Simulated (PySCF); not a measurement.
## ORD: `C[Si@H]1O[SiH2][C@@H]1[SiH3]`, C2H10OSi3

Geometry (Å), atoms numbered from 1 in this order:
```xyz
16

C    -2.452   -0.799    0.389
Si   -0.920   -0.192   -0.533
O    -0.935    1.467   -0.730
Si    0.406    1.890    0.153
C     0.686    0.022    0.504
Si    2.275   -0.791   -0.105
H    -3.358   -0.510   -0.135
H    -2.507   -0.391    1.394
H    -2.443   -1.881    0.465
H    -0.766   -0.774   -1.863
H    -0.021    2.711    1.278
H     1.357    2.540   -0.734
H     0.550   -0.233    1.555
H     3.420   -0.289    0.666
H     2.506   -0.517   -1.526
H     2.193   -2.246    0.084
```

Method: PySCF, TDDFT wB97X-D/def2-SVPD circular dichroism and optical rotation, one conformer, gas phase. Geometry: GFN2-xTB.

Stereocentres: Si2 R, C5 S.

Task: What is the specific rotation at 633, 589.3, 546, 436, 405, 365, 355 nm?

Result: [α] in deg dm⁻¹ (g/mL)⁻¹:
```tsv
λ (nm)	origin-invariant length gauge	modified velocity gauge	length gauge (centre of mass)	isotropic polarisability (au)
633	+22.9	+20.7	+22.8	102.8
589.3	+26.5	+24.0	+26.4	103.2
546	+31.0	+28.0	+30.8	103.7
436	+49.2	+44.6	+49.0	106.0
405	+57.3	+52.0	+57.1	107.0
365	+71.0	+64.6	+70.8	108.8
355	+75.1	+68.4	+75.0	109.3
```

Task: And for the mirror image at 589.3 nm?

Result: -26.5 deg dm⁻¹ (g/mL)⁻¹ (origin-invariant length gauge): the same size and the opposite sign.

Task: What is the molar rotation [Φ] = [α]·M/100 of the geometry above at 589.3 nm?

Result: With M = 134.36 g/mol, +35.6 deg cm² dmol⁻¹ (origin-invariant length gauge).

The first excitation lies at 6.66 eV (186 nm) with R = -7.7 × 10⁻⁴⁰ esu² cm² (velocity form).
